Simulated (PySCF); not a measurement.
C4H10OSi, SMILES CC1([SiH2]O)CC1.

Geometry optimised at B3LYP-D3(BJ)/def2-SVP. The structure was generated by enumeration, and PubChem lists no compound with its InChIKey, so it may never have been made. One conformer was computed; it need not be the lowest.

All values below come from PySCF with PBE/def2-TZVP.

Gas-phase values at a fixed geometry.

Q: Estimate the frontier levels, gap, dipole moment and polarisability. (The exact figures need the calculation; the answer reports its results.)

A: 
The highest occupied level is -6.53 eV and the lowest empty level is -0.51 eV. The orbital gap is 6.01 eV, the dipole moment is 1.77 D and the quadrupole, principal values (traceless, Buckingham form, about the centre of nuclear charge) is -6.85, 0.38, 6.46 D·Å. The mean static polarisability comes out as 77.5 bohr³ (11.48 Å³) and the polarisability, principal values is 71.8, 76.8, 83.8 bohr³.
